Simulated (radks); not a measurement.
All-electron atom: the rubidium ion Rb4+ in [Ar] 3d10 4s2 4p3.

Method: non-relativistic Kohn-Sham, TASK exchange with Perdew-Wang LDA correlation, spin-polarised, spherical densities, point nucleus; open shells are filled with parallel spins first (spin-orbit coupling, left out, can overturn this in heavy ions); meta-GGA in the generalised Kohn-Sham scheme; relativity is left out, which matters for an element this heavy; computed with a radial shooting solver on a logarithmic mesh with Libxc functionals.

Energy parts (Ry):
total: -5869.59623
kinetic: 5865.08541
electron-nucleus: -13889.11878
Hartree: 2349.10963
exchange-correlation: -194.67250

Orbitals (lengths in bohr, moments of r in powers of bohr; r(max) is where P^2 peaks):
orbital  occ.  eigenvalue (Ry)   <1/r>   r(max)     <r^2>
1s up       1        -1090.275   36.46  0.02729  0.002289
1s down     1        -1090.236   36.46  0.02729  0.002289
2s up       1        -148.0126   8.136   0.1537   0.03920
2s down     1        -147.9946   8.136   0.1537   0.03920
2p up       3        -134.6858   8.111   0.1214   0.03014
2p down     3        -134.6495   8.111   0.1214   0.03014
3s up       1        -25.54141   2.733   0.4612    0.3129
3s down     1        -25.51330   2.733   0.4614    0.3124
3p up       3        -20.68232   2.627   0.4507    0.3199
3p down     3        -20.64437   2.628   0.4510    0.3186
3d up       5        -11.88504   2.400   0.3929    0.3330
3d down     5        -11.82761   2.409   0.3929    0.3273
4s up       1         -5.93603  0.9637    1.252     2.173
4s down     1         -5.48951  0.9653    1.253     2.198
4p up       3         -4.64010  0.8748    1.353     2.582

The highest occupied level is 4p up at -63.132 eV. The density falls to 0.001 e/bohr^3 at r = 3.02 bohr. The electron density at the nucleus is 3.504e+04 e/bohr^3. The spin density at the nucleus is -0.9503 e/bohr^3 (1s -0.8331, 2s 0.2304, 3s 0.3101, 4s -0.6578).

Empty levels of this run are not shown, since the potential may be unsettled where no density lies.
